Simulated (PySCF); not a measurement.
Energy of Ti (titanium, neutral) between two integer charges

The 4s beta orbital of [Ar] 3d2 4s2 is emptied in steps (occupation f), with all orbitals relaxed, ending at [Ar] 3d2 4s1. Computed with PySCF 2.14 in aug-cc-pVTZ-DK (8s7p5d3f2g, 93 functions), with scalar relativity by spin-free X2C-1e. The exact energy is a straight line in f; departures are measured from the line between the end points of the same method.

```tsv
f	TPSS (eV)
1	0.000
0.75	-0.463
0.5	-0.635
0.25	-0.509
0	0.000
```

**Question.** For TPSS, how does the orbital energy at f = 1 compare with the removal energy?

**Answer.** −ε = 4.127 eV against a total-energy difference of 6.562 eV. By Janak's theorem ε = ∂E/∂f, so the gap between them reflects the curvature. Along the path −ε is 5.293 (f = 0.75), 6.455 (f = 0.5), 7.726 (f = 0.25) eV.

Reference removal energy between the ground levels: 6.828 eV (measured; NIST Atomic Spectra Database, ionization energies). The calculation has no spin-orbit coupling.
